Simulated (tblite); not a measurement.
Compound: C₂H₅F₂OSi₂ (doublet state).
SMILES with atom numbers: `[F:1][C@@H:2]1[CH:3][Si@@H:4]([F:5])[O:6][SiH2:7]1` (hydrogens: H8 on C2; H9 on C3; H10 on Si4; H11, H12 on Si7)

The geometry is computed with GFN2-xTB (gas phase). This method treats the open shell by occupation alone, without spin polarisation.

Problem. Give the optimised bond lengths and angles.

Solution. 
| bond | length (Å) | order |
| --- | --- | --- |
| F1–C2 | 1.386 | single |
| C2–C3 | 1.463 | single |
| C3–Si4 | 1.845 | single |
| Si4–F5 | 1.607 | single |
| Si4–O6 | 1.655 | single |
| O6–Si7 | 1.620 | single |
| C2–Si7 | 1.965 | single |
| C2–H8 | 1.100 | single |
| C3–H9 | 1.077 | single |
| Si4–H10 | 1.444 | single |
| Si7–H11 | 1.453 | single |
| Si7–H12 | 1.454 | single |

Orders are formal, as drawn. A selection of angles:
| angle | degrees |
| --- | --- |
| F1–C2–C3 | 112.9 |
| F1–C2–Si7 | 115.0 |
| F1–C2–H8 | 104.9 |
| C3–C2–Si7 | 106.7 |
| C3–C2–H8 | 111.4 |
| Si7–C2–H8 | 105.9 |
| C2–C3–Si4 | 113.3 |
| C2–C3–H9 | 117.3 |
| Si4–C3–H9 | 126.1 |
| C3–Si4–F5 | 114.3 |
| C3–Si4–O6 | 98.0 |
| C3–Si4–H10 | 123.3 |
| F5–Si4–O6 | 105.0 |
| F5–Si4–H10 | 106.8 |
| O6–Si4–H10 | 107.5 |
| Si4–O6–Si7 | 120.5 |
| O6–Si7–H11 | 108.2 |
| O6–Si7–H12 | 110.2 |
| C2–Si7–O6 | 96.9 |
| C2–Si7–H11 | 111.2 |
| C2–Si7–H12 | 109.7 |
| H11–Si7–H12 | 118.5 |

Dihedral angles: F1–C2–C3–Si4 -149° (anticlinal); C2–C3–Si4–F5 -97° (anticlinal); C3–Si4–O6–Si7 3° (synperiplanar); Si4–O6–Si7–C2 -14° (synperiplanar); F1–C2–Si7–O6 147° (anticlinal).

The 5-membered ring C2–C3–Si4–O6–Si7 has internal angles of 96.9° to 120.5° (sum 535°, against 540° for a flat polygon); it is puckered, 0.10 Å rms from its mean plane, widest ring torsion 21°. The 2 C–Si bonds span 1.845 Å (C3–Si4, drawn single) to 1.965 Å (C2–Si7, drawn single), a spread of 0.120 Å. C3 (carbon bonded to C, Si and H) is almost planar (angles 126.1°, 117.3° and 113.3°, sum 356.7°, 0.15 Å off the plane of its three neighbours). Si4 (silicon bonded to C, F, O and H) is distorted tetrahedral (angles from 98.0° to 123.3°). The O–Si distances run from 1.620 Å (O6–Si7, drawn single) to 1.655 Å (Si4–O6, drawn single), a spread of 0.035 Å. Si7 (silicon bonded to C, O and 2 H) has angles from 96.9° to 118.5°.

Point group: C1 (no symmetry element, even within 0.4 Å). Its GFN2-xTB frequencies are all real (lowest 77 cm⁻¹).

Hardware: one thread of an Arm Neoverse V1, no GPU, shared host. Cost: 0.36 s. This is the geometry optimisation.

One conformer stands for the species.
